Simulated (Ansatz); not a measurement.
System: PbI2, net charge 0, singlet state. 
Geometry from a B3LYP-D3(BJ)/def2-TZVP (Ansatz, a quantum-chemistry and plane-wave program) optimisation:
SMILES: [I][Pb][I]
```xyz
3

Pb    -0.0030    -0.0135     1.0149
I      1.1203    -1.8760    -0.8069
I     -1.1156     1.8970    -0.7633
```
Charge 0, spin multiplicity 1.

Computed values are from Ansatz. Correlated levels leave the core frozen unless marked. Open shells are spin-unrestricted. Spin-orbit coupling is left out. Frozen are the shells of the preceding noble gas and the d and f shells that filled before the atom's block. In def2 rows, elements after Kr have scalar-relativistic effective core potentials. Basis-set limits of correlation are two-point, X^-3; Hartree-Fock from the larger set.

```yaml
atomisation energy De: 576.2 kJ/mol at CCSD(T)/CBS(def2-TZVPP,def2-QZVPP)
total_energy: -785.7620 Eh at CCSD(T)/CBS(def2-TZVPP,def2-QZVPP)
dipole_moment: 3.76 D at CCSD(T)/def2-SVPD
T1 diagnostic: 0.015 at CCSD/def2-QZVPP
```
